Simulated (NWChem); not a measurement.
Molecule: GeIF, singlet; SMILES [F][Ge][I]

All runs: NWChem. Low-valent species are run as closed-shell singlets; no triplet was tried in these runs. The geometry was optimised at PBE0/def2-SVP. def2 effective core potentials on I; no spin-orbit coupling. Vertical excitations in the gas phase.

Task: What does the run give for PBE/def2-SVP, TDA? Quantities: lowest excitation, singlet (eV); oscillator strength of that lowest state; lowest state with f > 0.02, singlet (eV); oscillator strength of that bright state; lowest triplet (eV); orbital gap (eV).

Result: 
- lowest excitation, singlet (eV) = 2.99
- oscillator strength of that lowest state = 0.001
- lowest state with f > 0.02, singlet (eV) = 3.93
- oscillator strength of that bright state = 0.037
- lowest triplet (eV) = 2.60
- orbital gap (eV) = 2.86
